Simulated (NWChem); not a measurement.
BH3O; SMILES BO

```xyz
5

B      0.0082     0.7119     0.0000
H      1.0398     1.3175     0.0000
H     -1.0622     1.2584     0.0000
O      0.0929    -0.6330     0.0000
H     -0.7622    -1.0708     0.0000
```
Atoms are numbered in this order, from 1.

Geometry: optimised at PBE0-D3(BJ)/def2-TZVP.

Symmetry labels are those of Cs in the frame above (b1 and b2, or b-type labels, depend on it).

Problem. List the 4 lowest vertical singlet excitations from PBE0/aug-cc-pVDZ, full TDDFT (NWChem).

Solution. 
| state | energy (eV) | oscillator strength | symmetry | leading excitation (squared amplitude) |
|---|---|---|---|---|
| S1 | 6.41 | 0.000 | a" | HOMO → LUMO (0.98) |
| S2 | 7.49 | 0.003 | a' | HOMO → LUMO+1 (0.98) |
| S3 | 8.53 | 0.066 | a' | HOMO → LUMO+2 (0.97) |
| S4 | 8.79 | 0.037 | a' | HOMO → LUMO+3 (0.93) |
